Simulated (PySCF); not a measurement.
OPb, SMILES [O]=[Pb] (connectivity only; charge and spin as stated), neutral, multiplicity 1. Atoms are numbered in the order given.

```xyz
2

Pb     0.0000     0.0000    -0.1708
O      0.0000     0.0000     1.7508
```
Charge 0, spin multiplicity 1.

Geometry optimised at B3LYP-D3(BJ)/def2-TZVP. The def2 effective core potentials stand for the cores of Pb; spin–orbit coupling is left out.

Calculation: ωB97X/def2-TZVPD (PySCF).

Isolated molecule, no solvent.

Problem. Estimate the frontier levels, gap, dipole moment and polarisability. (An estimate is asked for; the answer gives what the named calculation found.)

Solution. 
```yaml
highest_occupied_level: -9.59 eV
lowest_empty_level: -0.52 eV
orbital_gap: 9.07 eV
dipole_moment: 5.20 D
quadrupole, principal values (traceless, Buckingham form, about the centre of nuclear charge): -12.81, 6.40, 6.40 D·Å
mean_static_polarisability: 43.4 bohr³ (6.43 Å³)
polarisability_principal_values: 36.2, 36.2, 57.8 bohr³
```
